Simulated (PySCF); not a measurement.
CH₃ClFNSi₂, SMILES F[Si@]1(Cl)N=C[SiH2]1. The structure is a stationary point at PBE0-D3(BJ)/def2-SVP. The structure was generated by enumeration; whether it is a known compound was not checked.

Computed equilibrium geometry at PBE0-D3(BJ)/def2-SVP (PySCF confirms it by a frequency run) as bond lengths and angles:
Atoms: F1 Si2 Cl3 N4 C5 Si6 H7 H8 H9. Bonded distances (Å): F1–Si2 1.616, Si2–Cl3 2.048, Si2–N4 1.783, Si2–Si6 2.323, N4–C5 1.289, C5–Si6 1.936, C5–H7 1.107, Si6–H8 1.494, Si6–H9 1.494. Angles (°): F1–Si2–Cl3 106.8, F1–Si2–N4 112.0, F1–Si2–Si6 120.8, Cl3–Si2–N4 112.2, Cl3–Si2–Si6 121.6, N4–Si2–Si6 80.5, Si2–N4–C5 100.9, N4–C5–Si6 111.1, N4–C5–H7 119.6, Si6–C5–H7 129.4, Si2–Si6–C5 67.5, Si2–Si6–H8 121.7, Si2–Si6–H9 120.5, C5–Si6–H8 116.4, C5–Si6–H9 114.9, H8–Si6–H9 109.7.
Charge 0, spin multiplicity 1.
